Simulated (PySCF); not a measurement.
CH4, charge +1, doublet, geometry from GFN2-xTB (a state made from the parent by changing its charge; the spin is typed, not shown lowest), atoms displaced at random by about 0.08 Å a coordinate; PBE0/def2-SVP, gradient by finite differences in PySCF.

Here is a job for PySCF.
```python
from pyscf import gto, scf, dft

mol = gto.Mole()
mol.atom = '''
    C    -0.049349   -0.003546    0.038800
    H    -0.948328   -0.061615   -0.605047
    H     0.187755    1.020290   -0.101805
    H    -0.351170   -0.631305    0.947576
    H     0.959205   -0.398640   -0.029844
'''
mol.basis = 'def2-svp'
mol.charge = 1
mol.spin = 1
mol.verbose = 4
mol.build()

mf = dft.UKS(mol)
mf.xc = 'pbe0'
mf.conv_tol = 1e-11
mf.kernel()
scan, done = mf.as_scanner(), []
scan.scf_summary = {}
def energy(d):
    c = mol.atom_coords()
    c[1, 1] += d
    e = scan(mol.set_geom_(c, unit='Bohr', inplace=False))
    done.append(scan.converged)
    return e
h = 1e-4
fd = (energy(h) - energy(-h)) / (2 * h)
print('dE/dx =', fd)
```

Write the output that PySCF gives for this input, abridged.


```
PySCF version 2.14.0

[INPUT] verbose = 4
[INPUT] num. atoms = 5
[INPUT] num. electrons = 9
[INPUT] charge = 1
[INPUT] spin (= nelec alpha-beta = 2S) = 1
[INPUT] symmetry False subgroup None
[INPUT] Mole.unit = angstrom
[INPUT] Symbol           X                Y                Z      unit          X                Y                Z       unit  Magmom
[INPUT]  1 C     -0.049349000000  -0.003546000000   0.038800000000 AA   -0.093256094521  -0.006700968838   0.073321373633 Bohr   0.0
[INPUT]  2 H     -0.948328000000  -0.061615000000  -0.605047000000 AA   -1.792080196257  -0.116435475165  -1.143373122490 Bohr   0.0
[INPUT]  3 H      0.187755000000   1.020290000000  -0.101805000000 AA    0.354805528518   1.928068667632  -0.192383568111 Bohr   0.0
[INPUT]  4 H     -0.351170000000  -0.631305000000   0.947576000000 AA   -0.663615123164  -1.192993551069   1.790659122211 Bohr   0.0
[INPUT]  5 H      0.959205000000  -0.398640000000  -0.029844000000 AA    1.812634747313  -0.753320422297  -0.056396986462 Bohr   0.0

nuclear repulsion = 13.3528124785521
number of shells = 18
number of NR pGTOs = 52
number of NR cGTOs = 34
basis = def2-svp
ecp = {}

******** <class 'pyscf.dft.uks.UKS'> ********
method = UKS
initial guess = minao
damping factor = 0
level_shift factor = 0
DIIS = <class 'pyscf.scf.diis.CDIIS'>
diis_start_cycle = 1
diis_space = 8
diis_damp = 0
SCF conv_tol = 1e-11
SCF conv_tol_grad = None
SCF max_cycles = 50
direct_scf = True
direct_scf_tol = 1e-13
number electrons alpha = 5  beta = 4
XC library pyscf.dft.libxc version 7.1.2
    S. Lehtola, C. Steigemann, M. J. T. Oliveira, and M. A. L. Marques,  SoftwareX 7, 1–5 (2018)
XC functionals = pbe0
    C. Adamo and V. Barone,  J. Chem. Phys. 110, 6158 (1999)
    M. Ernzerhof and G. E. Scuseria,  J. Chem. Phys. 110, 5029 (1999)
radial grids:
    Treutler-Ahlrichs [JCP 102, 346 (1995); DOI:10.1063/1.469408] (M4) radial grids

becke partition: Becke, JCP 88, 2547 (1988); DOI:10.1063/1.454033
pruning grids: <function nwchem_prune>
grids dens level: 3
symmetrized grids: False
atomic radii adjust function: <function treutler_atomic_radii_adjust>
small_rho_cutoff = 0
Set gradient conv threshold to 3.16228e-06
tot grids = 53352
init E= -40.2122489588337

cycle= 1 E= -39.9485700465663  delta_E= 0.264  |g|= 0.122  |ddm|= 1.26
cycle= 2 E= -39.9573191370155  delta_E= -0.00875  |g|= 0.0826  |ddm|= 0.22
cycle= 3 E= -39.9607932450032  delta_E= -0.00347  |g|= 0.0125  |ddm|= 0.0799
cycle= 4 E= -39.9608855575655  delta_E= -9.23e-05  |g|= 0.00136  |ddm|= 0.0123
cycle= 5 E= -39.9608873076736  delta_E= -1.75e-06  |g|= 0.000654  |ddm|= 0.00214
cycle= 6 E= -39.9608876167587  delta_E= -3.09e-07  |g|= 0.000117  |ddm|= 0.00064
cycle= 7 E= -39.9608876560983  delta_E= -3.93e-08  |g|= 4.38e-05  |ddm|= 0.00029
cycle= 8 E= -39.9608876620225  delta_E= -5.92e-09  |g|= 8.78e-06  |ddm|= 0.000145
cycle= 9 E= -39.960887662172  delta_E= -1.49e-10  |g|= 2.73e-06  |ddm|= 2.3e-05
cycle= 10 E= -39.9608876621823  delta_E= -1.03e-11  |g|= 5.07e-07  |ddm|= 5.58e-06
cycle= 11 E= -39.9608876621828  delta_E= -4.76e-13  |g|= 1.29e-07  |ddm|= 1.22e-06
Extra cycle  E= -39.9608876621828  delta_E= -2.84e-14  |g|= 5.06e-08  |ddm|= 2.2e-07
converged SCF energy = -39.9608876621828  <S^2> = 0.75206558  2S+1 = 2.0020645
Create scanner for <class 'pyscf.dft.uks.UKS'>

WARN: Mole.unit (angstrom) is changed to Bohr

New geometry
   1 C     -0.049349000000  -0.003546000000   0.038800000000 AA   -0.093256094521  -0.006700968838   0.073321373633 Bohr
   2 H     -0.948328000000  -0.061562082279  -0.605047000000 AA   -1.792080196257  -0.116335475165  -1.143373122490 Bohr
   3 H      0.187755000000   1.020290000000  -0.101805000000 AA    0.354805528518   1.928068667632  -0.192383568111 Bohr
   4 H     -0.351170000000  -0.631305000000   0.947576000000 AA   -0.663615123164  -1.192993551069   1.790659122211 Bohr
   5 H      0.959205000000  -0.398640000000  -0.029844000000 AA    1.812634747313  -0.753320422297  -0.056396986462 Bohr

******** <class 'pyscf.scf.hf.UKS_Scanner'> ********
method = UKS_Scanner
initial guess = minao
damping factor = 0
level_shift factor = 0
DIIS = <class 'pyscf.scf.diis.CDIIS'>
diis_start_cycle = 1
diis_space = 8
diis_damp = 0
SCF conv_tol = 1e-11
SCF conv_tol_grad = None
SCF max_cycles = 50
direct_scf = True
direct_scf_tol = 1e-13
number electrons alpha = 5  beta = 4
XC library pyscf.dft.libxc version 7.1.2
    S. Lehtola, C. Steigemann, M. J. T. Oliveira, and M. A. L. Marques,  SoftwareX 7, 1–5 (2018)
XC functionals = pbe0
    C. Adamo and V. Barone,  J. Chem. Phys. 110, 6158 (1999)
    M. Ernzerhof and G. E. Scuseria,  J. Chem. Phys. 110, 5029 (1999)
radial grids:
    Treutler-Ahlrichs [JCP 102, 346 (1995); DOI:10.1063/1.469408] (M4) radial grids

becke partition: Becke, JCP 88, 2547 (1988); DOI:10.1063/1.454033
pruning grids: <function nwchem_prune>
grids dens level: 3
symmetrized grids: False
atomic radii adjust function: <function treutler_atomic_radii_adjust>
small_rho_cutoff = 0
Set gradient conv threshold to 3.16228e-06
tot grids = 53352
init E= -39.9608899766415
cycle= 1 E= -39.9608877310115  delta_E= 2.25e-06  |g|= 3.88e-06  |ddm|= 1.83e-05
cycle= 2 E= -39.9608877310257  delta_E= -1.42e-11  |g|= 1.46e-06  |ddm|= 5.61e-06
cycle= 3 E= -39.9608877310293  delta_E= -3.58e-12  |g|= 7.87e-07  |ddm|= 2.3e-06
Extra cycle  E= -39.9608877310304  delta_E= -1.08e-12  |g|= 3.68e-07  |ddm|= 1.41e-06
converged SCF energy = -39.9608877310304  <S^2> = 0.75206554  2S+1 = 2.0020645

WARN: Mole.unit (angstrom) is changed to Bohr

New geometry
   1 C     -0.049349000000  -0.003546000000   0.038800000000 AA   -0.093256094521  -0.006700968838   0.073321373633 Bohr
   2 H     -0.948328000000  -0.061667917721  -0.605047000000 AA   -1.792080196257  -0.116535475165  -1.143373122490 Bohr
   3 H      0.187755000000   1.020290000000  -0.101805000000 AA    0.354805528518   1.928068667632  -0.192383568111 Bohr
   4 H     -0.351170000000  -0.631305000000   0.947576000000 AA   -0.663615123164  -1.192993551069   1.790659122211 Bohr
   5 H      0.959205000000  -0.398640000000  -0.029844000000 AA    1.812634747313  -0.753320422297  -0.056396986462 Bohr

******** <class 'pyscf.scf.hf.UKS_Scanner'> ********
method = UKS_Scanner
initial guess = minao
damping factor = 0
level_shift factor = 0
DIIS = <class 'pyscf.scf.diis.CDIIS'>
diis_start_cycle = 1
diis_space = 8
diis_damp = 0
SCF conv_tol = 1e-11
SCF conv_tol_grad = None
SCF max_cycles = 50
direct_scf = True
direct_scf_tol = 1e-13
number electrons alpha = 5  beta = 4
XC library pyscf.dft.libxc version 7.1.2
    S. Lehtola, C. Steigemann, M. J. T. Oliveira, and M. A. L. Marques,  SoftwareX 7, 1–5 (2018)
XC functionals = pbe0
    C. Adamo and V. Barone,  J. Chem. Phys. 110, 6158 (1999)
    M. Ernzerhof and G. E. Scuseria,  J. Chem. Phys. 110, 5029 (1999)
radial grids:
    Treutler-Ahlrichs [JCP 102, 346 (1995); DOI:10.1063/1.469408] (M4) radial grids

becke partition: Becke, JCP 88, 2547 (1988); DOI:10.1063/1.454033
pruning grids: <function nwchem_prune>
grids dens level: 3
symmetrized grids: False
atomic radii adjust function: <function treutler_atomic_radii_adjust>
small_rho_cutoff = 0
Set gradient conv threshold to 3.16228e-06
tot grids = 53352
init E= -39.9608830983738
cycle= 1 E= -39.9608875930772  delta_E= -4.49e-06  |g|= 7.52e-06  |ddm|= 3.63e-05
cycle= 2 E= -39.960887593129  delta_E= -5.17e-11  |g|= 2.79e-06  |ddm|= 1.08e-05
cycle= 3 E= -39.9608875931417  delta_E= -1.27e-11  |g|= 1.48e-06  |ddm|= 4.36e-06
cycle= 4 E= -39.9608875931469  delta_E= -5.14e-12  |g|= 4.85e-07  |ddm|= 3.59e-06
Extra cycle  E= -39.9608875931472  delta_E= -3.84e-13  |g|= 3.07e-07  |ddm|= 9.06e-07
converged SCF energy = -39.9608875931472  <S^2> = 0.75206563  2S+1 = 2.0020646
dE/dx = -0.0006894155291092829
```
